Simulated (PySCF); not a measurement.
ScBr₃, SMILES [Br][Sc]([Br])[Br].

Geometry optimised at B3LYP-D3(BJ)/def2-SVP.

Level of theory: TDDFT-B3LYP/def2-SVPD run with PySCF.

Vertical excitations; the highest root listed may be one member of a degenerate set. Isolated molecule, no solvent. State labels are in the subgroup C2v.

Computed excitation energies, oscillator strengths and character:
```json
[
 {"state": "S1", "symmetry": "B1", "energy (eV)": "3.47", "λ (nm)": "357", "f": "0.000", "main pairs": "HOMO→LUMO 100 %"},
 {"state": "S2", "symmetry": "A2", "energy (eV)": "3.93", "λ (nm)": "316", "f": "0.000", "main pairs": "HOMO−4→LUMO (degenerate set)"},
 {"state": "S3", "symmetry": "B2", "energy (eV)": "3.93", "λ (nm)": "316", "f": "0.000", "main pairs": "HOMO−5→LUMO (degenerate set)"},
 {"state": "S4", "symmetry": "B2", "energy (eV)": "3.96", "λ (nm)": "313", "f": "0.000", "main pairs": "HOMO→LUMO+1 (degenerate set)"},
 {"state": "S5", "symmetry": "A2", "energy (eV)": "3.96", "λ (nm)": "313", "f": "0.000", "main pairs": "HOMO→LUMO+2 (degenerate set)"},
 {"state": "S6", "symmetry": "B2", "energy (eV)": "3.98", "λ (nm)": "312", "f": "0.022", "main pairs": "HOMO−1→LUMO 99 %"},
 {"state": "S7", "symmetry": "B1", "energy (eV)": "3.98", "λ (nm)": "311", "f": "0.002", "main pairs": "HOMO−3→LUMO (degenerate set)"},
 {"state": "S8", "symmetry": "A1", "energy (eV)": "3.98", "λ (nm)": "311", "f": "0.002", "main pairs": "HOMO−2→LUMO (degenerate set)"},
 {"state": "S9", "symmetry": "B1", "energy (eV)": "4.42", "λ (nm)": "280", "f": "0.003", "main pairs": "HOMO−6→LUMO, HOMO−4→LUMO+2, HOMO−5→LUMO+1 (degenerate set)"},
 {"state": "S10", "symmetry": "A1", "energy (eV)": "4.42", "λ (nm)": "280", "f": "0.003", "main pairs": "HOMO−7→LUMO, HOMO−4→LUMO+1, HOMO−5→LUMO+2 (degenerate set)"},
 {"state": "T1", "symmetry": "B1", "energy (eV)": "3.47", "λ (nm)": "358", "f": "0", "main pairs": "HOMO→LUMO 100 %"},
 {"state": "T2", "symmetry": "A2", "energy (eV)": "3.83", "λ (nm)": "323", "f": "0", "main pairs": "HOMO−4→LUMO (degenerate set)"},
 {"state": "T3", "symmetry": "B2", "energy (eV)": "3.83", "λ (nm)": "323", "f": "0", "main pairs": "HOMO−5→LUMO (degenerate set)"},
 {"state": "T4", "symmetry": "B2", "energy (eV)": "3.87", "λ (nm)": "320", "f": "0", "main pairs": "HOMO−1→LUMO 100 %"}
]
```
Triplets are in the Tamm–Dancoff approximation, which puts them higher than full response would, so one can lie above its singlet here.
